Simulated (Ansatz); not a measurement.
`BC(C)=N` + H–F → `CC(=N)F` + BH₃ at 600 K and 1 bar (substitution at a C–B bond).

Gas-phase electronic energies from Ansatz, PBE0-D4/def2-TZVP geometries. CCSD(T)/CBS adds triple-zeta CCSD(T) − MP2 to the extrapolated MP2 energy (def2 sets, frozen cores). This one scheme is used for every species. Each species was taken in one conformer, which may not be the lowest.

```json
{"species": "`BC(C)=N`", "CCSD(T)/CBS energy (Eh)": "-159.16440", "H − E (kJ/mol)": "257.7", "S (J/(mol·K))": "376.5"}
{"species": "H–F", "CCSD(T)/CBS energy (Eh)": "-100.39570", "H − E (kJ/mol)": "42.3", "S (J/(mol·K))": "194.0"}
{"species": "`CC(=N)F`", "CCSD(T)/CBS energy (Eh)": "-232.99347", "H − E (kJ/mol)": "202.3", "S (J/(mol·K))": "341.4"}
{"species": "BH₃", "CCSD(T)/CBS energy (Eh)": "-26.55200", "H − E (kJ/mol)": "91.5", "S (J/(mol·K))": "217.3"}
```

H − E and S are ideal-gas, rigid-rotor, harmonic terms from PBE0-D4/def2-TZVP, for one conformer and one mirror image of each species. 1 Eh = 2625.50 kJ/mol, R = 8.31446 J/(mol·K).

Q: By hand: ΔE, ΔH, ΔS and ΔG.

A: ΔE = (-232.99347) + (-26.55200) − (-159.16440) − (-100.39570) = 0.01463 Eh = 38.4 kJ/mol. Δ(H − E) = 202.3 + 91.5 − 257.7 − 42.3 = -6.2, so ΔH = 32.2 kJ/mol. ΔS = 341.4 + 217.3 − 376.5 − 194.0 = -11.8 J/(mol·K). ΔG = 32.2 − 600 × (-11.8)/1000 = 39.3 kJ/mol.

Q: By hand: the equilibrium constant, and the temperature at which ΔG would vanish if ΔH and ΔS stayed fixed.

A: log₁₀ K = −ΔG/(RT ln 10) = -3.4. ΔH and −TΔS have one sign here, so there is no such temperature.

The number of gas molecules stays the same, so ΔS is small and ΔH decides. A doubt of 5 kJ/mol in ΔE shifts log₁₀ K by 0.4 here. Other conformers and mirror images would add mixing entropy, several J/(mol·K) or more a flexible species. These are equilibria of isolated gas molecules and say nothing of rates. Largest T1 diagnostic: 0.015 (customary marks: 0.02 for closed shells, 0.045 for open ones).

ΔS is within the doubt of such terms, so its sign, and with it that verdict, could turn.
